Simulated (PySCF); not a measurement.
Al(Br)(OMe)(NH2) (CH5AlBrNO), SMILES C[O][Al]([NH2])[Br]. Atoms are numbered in the order given.

```xyz
10

Al    -0.6664     0.5390     0.0000
Br     0.4343    -1.4298     0.0000
O      0.1983     1.9870     0.0000
C      1.5202     2.4133     0.0000
H      1.7288     3.0333     0.8899
H      2.2408     1.5745     0.0000
H      1.7288     3.0333    -0.8899
N     -2.4214     0.5561     0.0000
H     -3.0045    -0.2717     0.0000
H     -2.9875     1.3963     0.0000
```

Coordinates come from a PBE0-D3(BJ)/def2-SVP optimisation. The structure was generated by enumeration; whether it is a known compound was not checked. One conformer was computed; it need not be the lowest.

All values below come from PBE/def2-TZVP in PySCF.

Symmetry labels are those of the subgroup Cs that the program uses (full group Cs).

List the valence orbital energies around the gap with their symmetry. (Estimate from the structure and the level; the computed values follow.)


| orbital | symmetry | energy (eV) |
|---|---|---|
| HOMO−7 | A' | -10.70 |
| HOMO−6 | A' | -10.25 |
| HOMO−5 | A' | -8.77 |
| HOMO−4 | A" | -7.45 |
| HOMO−3 | A' | -7.24 |
| HOMO−2 | A' | -6.75 |
| HOMO−1 | A" | -6.73 |
| HOMO | A" | -6.17 |
| LUMO | A' | -1.23 |
| LUMO+1 | A" | -0.40 |
| LUMO+2 | A' | 0.52 |
| LUMO+3 | A' | 1.06 |
